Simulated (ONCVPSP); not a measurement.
## Configuration tests for gallium (ONCV)

ONCVPSP 4.0.1 input, shortened (lines: element, Z, core and valence counts, functional; n l f; lmax; l rc ep ncon nbas qcut; lloc lpopt rc5 dvloc0; l nproj debl; icmod fcfact rcfact), PBE, scalar-relativistic:

```
  Ga 31.00    5    3        4      upf
    1    0    2.00
    2    0    2.00
    2    1    6.00
    3    0    2.00
    3    1    6.00
    3    2   10.00
    4    0    2.00
    4    1    1.00
    2
    0    1.80    0.00    4    9    3.00
    1    2.35    0.00    4    7    3.10
    2    0.80    0.00    5    9   18.40
    4    5    0.65    0.00
    0    2    2.90
    1    2    1.30
    2    2    0.50
    0    0.00    0.00
```

In the d channel the program set the typed energies aside and used -0.704, 0.250 Ha.

Energies are relative to the spin-unpolarised reference configuration 3d10 4s2 4p1; without spin polarisation the order of configurations can differ from experiment. Not all tests gave a result: 1 of 4 tests not solved or not reliable.

```json
{"valence configuration": "3d10 4s2 4p0", "charge": "+1", "ΔE all-electron (eV)": "5.688", "error AE − PS (meV)": "-0.9"}
{"valence configuration": "3d10 4s1 4p0", "charge": "+2", "ΔE all-electron (eV)": "26.817", "error AE − PS (meV)": "+5.7"}
{"valence configuration": "3d10 4s1 4p1", "charge": "+1", "ΔE all-electron (eV)": "13.061", "error AE − PS (meV)": "+1.8"}
```

Levels in the configuration 3d10 4s1 4p1:

```tsv
level	all-electron (eV)	pseudo (eV)
3d	-29.249	-29.210
4s	-17.423	-17.415
4p	-9.942	-9.941
```

Note: ghosts flagged at negative energy: s at -216.8 eV, p at -25.0 eV; no localised positive-energy state flagged. A true bound ghost makes a file unfit for plane-wave use.
